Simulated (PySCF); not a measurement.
# Correlation energy of O⁺ (oxygen, charge +1)

[He] 2s2 2p3, high-spin 4S determinant. All numbers are calculated (PySCF 2.14, scalar relativity by spin-free X2C-1e, in x2c-QZVPPall with one added diffuse shell each of s, p, d, f type (8s5p4d3f1g, 73 functions)). Frozen: nothing; 7 electrons correlated.

| level | correlation energy (mhartree) |
| --- | --- |
| CCSD | -143.91 |
| (T) | -2.06 |
| CCSD(T) | -145.97 |

Diagnostics: T1 = 0.0035, D1 = 0.0105, largest double amplitude 0.029.

Question: Is a single reference adequate?

Answer: Yes: T1 lies below 0.03 and no double amplitude reaches 0.07.

This basis was not built for core-valence correlation, so the inner-shell part is incomplete.
